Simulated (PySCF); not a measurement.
BeF2, SMILES [F][Be][F]. Heavy atoms are numbered as in [Be:1]([F:2])[F:3].

Geometry: r2SCAN-D4/def2-TZVP. The isomer is the one that the SMILES or the coordinates give; other isomers of the formula were not compared.

These are PBE0/pcSseg-2 run with PySCF values and carry that method's errors.

GIAO shieldings, no solvent; atoms alike by connectivity are averaged. δ = σ(ref) − σ: ¹⁹F against CFCl3 (σ = 165.8 ppm), references at their B3LYP-D3(BJ)/def2-TZVP geometries, non-relativistic.

```csv
nucleus,atoms,count,δ (ppm)
¹⁹F,F2,2,-216.7
```
